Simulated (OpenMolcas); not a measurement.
Co3+ (d6) in a complex was computed by CASSCF with the d shell active (OpenMolcas, ANO-RCC-VDZP on the metal). Its lowest spin-free states, and all those of the highest spin:

| 2S+1 | Degeneracy | E (cm-1) |
| --- | --- | --- |
| 5 | 3 | 0.0 |
| 5 | 2 | 5875 |
| 3 | 3 | 17316 |
| 3 | 3 | 19805 |
| 3 | 3 | 21167 |
| 3 | 3 | 23723 |
| 3 | 2 | 26256 |
| 3 | 3 | 26513 |
| 1 | 1 | 27213 |
| 1 | 3 | 27767 |
| 3 | 2 | 30141 |
| 3 | 3 | 30507 |

Question: Is the site octahedral, tetrahedral or cube-like, axial, or of lower symmetry?

Answer: The states with 2S+1 = 5 have orbital degeneracies 3, 2. Threefold states need a cubic site. For d6 at this spin an octahedron puts the threefold T2 below the twofold E and a tetrahedron or cube puts the twofold E below the threefold T2, so the site is octahedral. The first gap at this spin, 5870 cm-1, is |10Dq| in ligand-field theory. The run had Co3+ with 6 ligands (bromide) in octahedral coordination (Oh) at 2.58 Å. A charge of +0.5 e stands 2.6 Å behind each ligand. Ligand basis ANO-RCC-VDZP.

An orbital triplet at a regular site is open to Jahn-Teller coupling, which can distort the site and quench the lowest spin-orbit gaps and is left out. Without dynamic correlation the repulsion within the d shell is too large (B by tens of per cent), so at a given field states of lower spin stand too high. CASSCF with metal d orbitals alone favours high spin, so a ground state of lower spin is not ruled out. Ligand-to-metal charge-transfer states are missing. This ion would oxidise such ligands; the complex is a model and need not exist. With no ligand orbital active B as a rule stays too high, so bands that hang on it stand too high and its fall with covalency is understated. With metal d orbitals alone and no dynamic correlation the field as a rule comes out too small, by tens of per cent, by up to half for chloride and softer ligands, and with too little covalency χT stands high. The distance lies 2 % over the 2.52 Å that this model takes as the normal distance (a Shannon-type radius plus a fixed donor radius); by an R⁻⁵ law this alone changes a d-shell field by about -11 %. No measured value stands beside these numbers; the geometry is a model, was not optimised and need not be the one that this ion takes.
